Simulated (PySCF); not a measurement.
Excitations are Tamm–Dancoff values on a coarser integration grid. The basis has no diffuse functions, so Rydberg states are missing or too high.

Species: H3ClSn, SMILES `[Cl][SnH3]` (charge 0, multiplicity 1).

Problem. What is the computed LUMO, HOMO and S1 excitation (TDA) (PySCF with PBE-D3(BJ)/def2-TZVP // B3LYP-D3(BJ)/def2-TZVP)?

Solution. 
```
Quantity                Value
-------------------  --------
LUMO                 -1.79 eV
HOMO                 -7.24 eV
S1 excitation (TDA)   5.65 eV
```
